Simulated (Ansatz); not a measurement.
Calculated with Ansatz (gas phase, PBE0-D4/def2-TZVP geometries, no zero-point term in ΔE). CBS: MP2 limit from def2 TZ/QZ plus the TZ coupled-cluster correction, frozen cores. Functionals use def2-TZVPP. B3LYP here is the variant with VWN-RPA as its local correlation; programs differ in this. def2 core potentials past Kr. For Sn outer-core shells are correlated without core-valence functions, which leaves a few kJ/mol of doubt a bond. Each species was taken in one conformer, which may not be the lowest.

Reaction (substitution at a C–C bond): `CC(C)(F)C=O` + `[NH2][SnH2][OH]` → `O=C[NH][SnH2][OH]` + `CC(C)F`

```json
{"level": "r2SCAN-D4", "ΔE (kcal/mol)": "-22.8", "difference from CCSD(T)/CBS": "-3.2"}
{"level": "B3LYP-D4", "ΔE (kcal/mol)": "-21.9", "difference from CCSD(T)/CBS": "-2.3"}
{"level": "ωB97X-V", "ΔE (kcal/mol)": "-20.8", "difference from CCSD(T)/CBS": "-1.2"}
{"level": "ωB97M-V", "ΔE (kcal/mol)": "-20.4", "difference from CCSD(T)/CBS": "-0.8"}
{"level": "B2PLYP", "ΔE (kcal/mol)": "-21.3", "difference from CCSD(T)/CBS": "-1.7"}
{"level": "PBE", "ΔE (kcal/mol)": "-22.6", "difference from CCSD(T)/CBS": "-3.0"}
{"level": "PBE0", "ΔE (kcal/mol)": "-22.1", "difference from CCSD(T)/CBS": "-2.5"}
{"level": "HF/def2-TZVPP", "ΔE (kcal/mol)": "-20.6", "difference from CCSD(T)/CBS": "-1.0"}
{"level": "MP2/def2-TZVPP", "ΔE (kcal/mol)": "-20.1", "difference from CCSD(T)/CBS": "-0.5"}
{"level": "SCS-MP2/def2-TZVPP", "ΔE (kcal/mol)": "-19.5", "difference from CCSD(T)/CBS": "0.1"}
{"level": "CCSD(T)/def2-TZVPP", "ΔE (kcal/mol)": "-19.6", "difference from CCSD(T)/CBS": "0.0"}
{"level": "MP2/def2-QZVPP", "ΔE (kcal/mol)": "-20.1", "difference from CCSD(T)/CBS": "-0.5"}
{"level": "SCS-MP2/def2-QZVPP", "ΔE (kcal/mol)": "-19.5", "difference from CCSD(T)/CBS": "0.1"}
{"level": "HF/CBS(def2)", "ΔE (kcal/mol)": "-20.5", "difference from CCSD(T)/CBS": "-0.9"}
{"level": "MP2/CBS(def2)", "ΔE (kcal/mol)": "-20.1", "difference from CCSD(T)/CBS": "-0.5"}
{"level": "CCSD/CBS(def2)", "ΔE (kcal/mol)": "-19.2", "difference from CCSD(T)/CBS": "0.4"}
{"level": "CCSD(T)/CBS", "ΔE (kcal/mol)": "-19.6", "difference from CCSD(T)/CBS": "0"}
```

Largest T1 diagnostic among the species: 0.016.
